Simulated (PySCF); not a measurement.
B2PLYP on As⁻ (arsenic, charge -1), [Ar] 3d10 4s2 4p4, high-spin 3P determinant. Computed with PySCF 2.14 in aug-cc-pVDZ-DK (6s5p3d, 36 functions), with scalar relativity by spin-free X2C-1e.

```
cycle= 1 E= -2260.17425875708  delta_E= -0.0039  |g|= 0.0156  |ddm|= 0.243
cycle= 2 E= -2260.17449620614  delta_E= -0.000237  |g|= 0.00443  |ddm|= 0.0494
cycle= 3 E= -2260.17454193862  delta_E= -4.57e-05  |g|= 0.00208  |ddm|= 0.017
cycle= 4 E= -2260.17456796116  delta_E= -2.6e-05  |g|= 0.00089  |ddm|= 0.0194
cycle= 5 E= -2260.17457201005  delta_E= -4.05e-06  |g|= 0.000381  |ddm|= 0.00871
cycle= 6 E= -2260.17457262731  delta_E= -6.17e-07  |g|= 1.86e-05  |ddm|= 0.0044
cycle= 7 E= -2260.17457262845  delta_E= -1.13e-09  |g|= 3.25e-06  |ddm|= 0.00018
cycle= 8 E= -2260.17457262849  delta_E= -4.82e-11  |g|= 5.11e-07  |ddm|= 3.08e-05
converged SCF energy = -2260.17457262849  <S^2> = 2.0115387  2S+1 = 3.0076827
```

Highest occupied orbital energy: 0.464 eV; ⟨L²⟩ = 2.03; populations by l: s 8.00, p 16.00, d 10.00.

(1) Can this result be used?

Results:

(1) With care. The calculation finished and met its thresholds. The log shows the SCF part alone; with the PT2 term the energy is -2260.201 hartree. At B2PLYP the highest occupied level has a positive energy, so only the finite basis holds that electron; in a semilocal or global hybrid functional this comes from self-interaction and does not mean that the real anion is unbound.
